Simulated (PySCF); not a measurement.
wB97X single point of triplet IrSI at its PBE0 minimum.

Input, equivalent to the run apart from its starting density:

```python
from pyscf import gto, scf, dft
mol = gto.M(atom='''
Ir     0.268266    -0.454836    -0.664823
S     -0.412980     0.700194    -2.221944
I     -0.303994     0.515413     1.571193''',
    basis={'Ir': 'def2-SVP', 'S': 'def2-SVP', 'I': 'def2-SVP'},
    ecp={'Ir': 'def2-SVP', 'I': 'def2-SVP'},
    charge=0, spin=2)
mf = dft.UKS(mol, xc='WB97X')
mf.grids.atom_grid = (75, 302)
aux = {'Ir': 'def2-universal-JKFIT', 'S': 'def2-universal-JKFIT', 'I': 'def2-universal-JKFIT'}
mf = mf.density_fit(auxbasis=aux)
mf.conv_tol = 1e-08
mf.diis_space = 10
mf.max_cycle = 60
mf.verbose = 4
mf.kernel()
```

SCF log (excerpt):

```
init E= -800.150257981969
cycle= 1 E= -800.1528695266  delta_E= -0.00261  |g|= 0.0189  |ddm|= 0.136
cycle= 2 E= -800.152937740926  delta_E= -6.82e-05  |g|= 0.0257  |ddm|= 0.0479
cycle= 3 E= -800.153265551774  delta_E= -0.000328  |g|= 0.0076  |ddm|= 0.0283
cycle= 4 E= -800.153327979528  delta_E= -6.24e-05  |g|= 0.0031  |ddm|= 0.0143
cycle= 5 E= -800.153352321982  delta_E= -2.43e-05  |g|= 0.00158  |ddm|= 0.00946
cycle= 6 E= -800.153366938881  delta_E= -1.46e-05  |g|= 0.00113  |ddm|= 0.00833
cycle= 7 E= -800.153377764482  delta_E= -1.08e-05  |g|= 0.000694  |ddm|= 0.00908
cycle= 8 E= -800.15338267483  delta_E= -4.91e-06  |g|= 0.000527  |ddm|= 0.00611
cycle= 9 E= -800.153385860822  delta_E= -3.19e-06  |g|= 0.000395  |ddm|= 0.00538
cycle= 10 E= -800.153388114386  delta_E= -2.25e-06  |g|= 0.00034  |ddm|= 0.00456
cycle= 11 E= -800.153389756015  delta_E= -1.64e-06  |g|= 0.000323  |ddm|= 0.00355
cycle= 12 E= -800.15339135526  delta_E= -1.6e-06  |g|= 0.000311  |ddm|= 0.00355
cycle= 13 E= -800.153394895246  delta_E= -3.54e-06  |g|= 0.000289  |ddm|= 0.00825
cycle= 14 E= -800.153399205197  delta_E= -4.31e-06  |g|= 0.000279  |ddm|= 0.0109
cycle= 15 E= -800.153404440828  delta_E= -5.24e-06  |g|= 0.000248  |ddm|= 0.0146
cycle= 16 E= -800.153409283439  delta_E= -4.84e-06  |g|= 0.000222  |ddm|= 0.0155
cycle= 17 E= -800.153413648709  delta_E= -4.37e-06  |g|= 0.000198  |ddm|= 0.0167
cycle= 18 E= -800.153417637064  delta_E= -3.99e-06  |g|= 0.000153  |ddm|= 0.0205
cycle= 19 E= -800.153418873503  delta_E= -1.24e-06  |g|= 0.00012  |ddm|= 0.00809
cycle= 20 E= -800.153420001902  delta_E= -1.13e-06  |g|= 0.000105  |ddm|= 0.0116
cycle= 21 E= -800.153420553313  delta_E= -5.51e-07  |g|= 7.09e-05  |ddm|= 0.0108
cycle= 22 E= -800.153420640271  delta_E= -8.7e-08  |g|= 2.8e-05  |ddm|= 0.00294
cycle= 23 E= -800.153420655069  delta_E= -1.48e-08  |g|= 1.84e-05  |ddm|= 0.00115
cycle= 24 E= -800.153420661031  delta_E= -5.96e-09  |g|= 9.42e-06  |ddm|= 0.00105
Extra cycle  E= -800.153420661362  delta_E= -3.32e-10  |g|= 7.19e-06  |ddm|= 2.92e-05
converged SCF energy = -800.153420661362  <S^2> = 2.0662764  2S+1 = 3.0438636
```

With open d or f shells other occupations or spin states may lie lower. With an element this heavy the missing spin–orbit coupling can shift these numbers.

This run, together with those of the ionised and electron-attached species (not shown), took 15 s on 2 threads of a shared Arm Neoverse N1 host, with 76 basis functions; the process peaked at 0.74 GiB. Launch command: `OMP_NUM_THREADS=2 python axn.py task.json out`.
